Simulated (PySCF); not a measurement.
A run for PySCF: D3(BJ) and D4 dispersion corrections on Br2ClH (a complex), monomers drawn apart or pushed together.

```python
from pyscf import gto
from pyscf.dispersion import dftd3, dftd4

mol = gto.M(
    atom='''
    Cl   -0.08714203   -0.25780912    0.07877277
    H     0.95875619    0.48574338    0.07410081
    Br    0.00468398    0.30229741    8.20701680
    Br   -0.10765636    0.08155342    5.89328261
    ''',
    basis='def2-svp',
    charge=0, spin=0, verbose=0, max_memory=1800)
d3, d4 = {}, {}
for xc in ['hf', 'pbe', 'blyp', 'revpbe', 'tpss', 'r2scan', 'b3lyp', 'pbe0', 'bhlyp', 'camb3lyp', 'b2plyp']:
    d3[xc] = float(dftd3.DFTD3Dispersion(mol, xc=xc, version='d3bj', atm=False).get_dispersion()['energy'])
    print(f'D3(BJ) {xc:10s} {d3[xc]:14.8f} Eh')
for xc in ['hf', 'pbe', 'blyp', 'revpbe', 'tpss', 'r2scan', 'b3lyp', 'pbe0', 'bhlyp', 'camb3lyp', 'b2plyp']:
    d4[xc] = float(dftd4.DFTD4Dispersion(mol, xc={'camb3lyp': 'cam-b3lyp'}.get(xc, xc), atm=True).get_dispersion()['energy'])
    print(f'D4     {xc:10s} {d4[xc]:14.8f} Eh')
```

Program output:

```
D3(BJ) hf            -0.01788894 Eh
D3(BJ) pbe           -0.00171175 Eh
D3(BJ) blyp          -0.00410780 Eh
D3(BJ) revpbe        -0.00395457 Eh
D3(BJ) tpss          -0.00226716 Eh
D3(BJ) r2scan        -0.00048651 Eh
D3(BJ) b3lyp         -0.00348325 Eh
D3(BJ) pbe0          -0.00160724 Eh
D3(BJ) bhlyp         -0.00325609 Eh
D3(BJ) camb3lyp      -0.00169982 Eh
D3(BJ) b2plyp        -0.00188918 Eh
D4     hf            -0.00599742 Eh
D4     pbe           -0.00180184 Eh
D4     blyp          -0.00384558 Eh
D4     revpbe        -0.00443435 Eh
D4     tpss          -0.00238676 Eh
D4     r2scan        -0.00040464 Eh
D4     b3lyp         -0.00297803 Eh
D4     pbe0          -0.00152632 Eh
D4     bhlyp         -0.00282419 Eh
D4     camb3lyp      -0.00159788 Eh
D4     b2plyp        -0.00122275 Eh
```

The run finished.

Cost: about 0.04 core-seconds (a rough figure).
